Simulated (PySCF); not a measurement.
I2Pb, charge +1, quartet, geometry from GFN2-xTB of the parent state (such geometries of metal compounds can be far from the true shape) (a state made from the parent by changing its charge; the spin is typed, not shown lowest) (core potentials on I, Pb); B3LYP/def2-SVP (PySCF).

The PySCF input:
```python
from pyscf import gto, scf, dft

mol = gto.M(
    atom='''
Pb   -0.008529   -0.007214    0.962796
I     1.060678   -1.863893   -0.749473
I    -1.047483    1.875053   -0.740135
''',
    basis='def2-svp',
    ecp={'I': 'def2-svp', 'Pb': 'def2-svp'},
    charge=1,
    spin=3,
    verbose=4,
)

mf = dft.UKS(mol)
mf.xc = 'b3lyp'
mf.kernel()
```

Output, abridged:

```
PySCF version 2.14.0

[INPUT] verbose = 4
[INPUT] num. atoms = 3
[INPUT] num. electrons = 71
[INPUT] charge = 1
[INPUT] spin (= nelec alpha-beta = 2S) = 3
[INPUT] symmetry False subgroup None
[INPUT] Mole.unit = angstrom
[INPUT] Symbol           X                Y                Z      unit          X                Y                Z       unit  Magmom
[INPUT]  1 Pb    -0.008529000000  -0.007214000000   0.962796000000 AA   -0.016117474116  -0.013632484263   1.819420753827 Bohr   0.0
[INPUT]  2 I      1.060678000000  -1.863893000000  -0.749473000000 AA    2.004390926351  -3.522247295494  -1.416298707756 Bohr   0.0
[INPUT]  3 I     -1.047483000000   1.875053000000  -0.740135000000 AA   -1.979455990138   3.543336639044  -1.398652445205 Bohr   0.0

nuclear repulsion = 289.287972868319
number of shells = 30
number of NR pGTOs = 183
number of NR cGTOs = 78
basis = def2-svp
ecp = {'I': 'def2-svp', 'Pb': 'def2-svp'}

******** <class 'pyscf.dft.uks.UKS'> ********
method = UKS
initial guess = minao
damping factor = 0
level_shift factor = 0
DIIS = <class 'pyscf.scf.diis.CDIIS'>
diis_start_cycle = 1
diis_space = 8
diis_damp = 0
SCF conv_tol = 1e-09
SCF conv_tol_grad = None
SCF max_cycles = 50
direct_scf = True
direct_scf_tol = 1e-13
number electrons alpha = 37  beta = 34
XC library pyscf.dft.libxc version 7.1.2
    S. Lehtola, C. Steigemann, M. J. T. Oliveira, and M. A. L. Marques,  SoftwareX 7, 1–5 (2018)
XC functionals = b3lyp
    P. J. Stephens, F. J. Devlin, C. F. Chabalowski, and M. J. Frisch,  J. Phys. Chem. 98, 11623 (1994)
radial grids:
    Treutler-Ahlrichs [JCP 102, 346 (1995); DOI:10.1063/1.469408] (M4) radial grids

becke partition: Becke, JCP 88, 2547 (1988); DOI:10.1063/1.454033
pruning grids: <function nwchem_prune>
grids dens level: 3
symmetrized grids: False
atomic radii adjust function: <function treutler_atomic_radii_adjust>
small_rho_cutoff = 0
Set gradient conv threshold to 3.16228e-05
tot grids = 67144
init E= -701.425608446588

cycle= 1 E= -785.709550383011  delta_E= -84.3  |g|= 2.81  |ddm|= 12.6
cycle= 2 E= -786.470897961263  delta_E= -0.761  |g|= 1.95  |ddm|= 7.62

cycle= 3 E= -787.974348054085  delta_E= -1.5  |g|= 0.487  |ddm|= 3.39

cycle= 4 E= -788.11544981171  delta_E= -0.141  |g|= 0.318  |ddm|= 1.65

cycle= 5 E= -788.192036432757  delta_E= -0.0766  |g|= 0.0889  |ddm|= 0.677

cycle= 6 E= -788.149449332479  delta_E= 0.0426  |g|= 0.209  |ddm|= 0.567

cycle= 7 E= -788.198936023678  delta_E= -0.0495  |g|= 0.0295  |ddm|= 0.476

cycle= 8 E= -788.199809744811  delta_E= -0.000874  |g|= 0.00378  |ddm|= 0.0511

cycle= 9 E= -788.199825511699  delta_E= -1.58e-05  |g|= 0.00077  |ddm|= 0.00918

cycle= 10 E= -788.199826444031  delta_E= -9.32e-07  |g|= 0.00065  |ddm|= 0.00386

cycle= 11 E= -788.199827045342  delta_E= -6.01e-07  |g|= 0.000595  |ddm|= 0.00276

cycle= 12 E= -788.199827975639  delta_E= -9.3e-07  |g|= 0.00041  |ddm|= 0.00449

cycle= 13 E= -788.199828517444  delta_E= -5.42e-07  |g|= 0.000368  |ddm|= 0.00394

cycle= 14 E= -788.199829144519  delta_E= -6.27e-07  |g|= 0.000248  |ddm|= 0.0066

cycle= 15 E= -788.199829350922  delta_E= -2.06e-07  |g|= 0.000146  |ddm|= 0.00369

cycle= 16 E= -788.199829421092  delta_E= -7.02e-08  |g|= 2.71e-05  |ddm|= 0.00398

cycle= 17 E= -788.199829430013  delta_E= -8.92e-09  |g|= 3.52e-05  |ddm|= 0.00158

cycle= 18 E= -788.199829434436  delta_E= -4.42e-09  |g|= 1.19e-05  |ddm|= 0.000541

cycle= 19 E= -788.199829436001  delta_E= -1.56e-09  |g|= 1.04e-05  |ddm|= 0.000156

cycle= 20 E= -788.199829436195  delta_E= -1.95e-10  |g|= 1.04e-05  |ddm|= 1.78e-05

Extra cycle  E= -788.199829438674  delta_E= -2.48e-09  |g|= 1.17e-05  |ddm|= 0.000197
converged SCF energy = -788.199829438674  <S^2> = 3.7558619  2S+1 = 4.0029299
```
